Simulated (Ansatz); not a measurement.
Si₄₃H₅₆, a nanocrystal cut from cubic silicon. The state is a singlet with charge 0. Geometry PBE-D4/def2-SVP, basis def2-SVP, Ansatz.

```csv
run,HOMO (eV),LUMO (eV)
A,-6.93,-1.85
B,-6.26,-2.38
C,-6.74,-1.82
D,-6.01,-2.44
```

B3LYP takes the VWN-RPA correlation. Single mean-field runs in def2-SVP are fitted with def2-universal-jkfit.

Q: The runs used B3LYP, PBE, PBE0, r2SCAN. Estimate which is which.

A: A PBE0 (25 % exact exchange); B r2SCAN (0 % exact exchange); C B3LYP (20 % exact exchange); D PBE (0 % exact exchange). Exact exchange lowers occupied and raises empty levels; among semilocal functionals meta-GGAs tend to open the gap a little, and such runs are hard to tell apart. The gap grows from 3.56 eV (PBE) to 5.09 eV (PBE0).
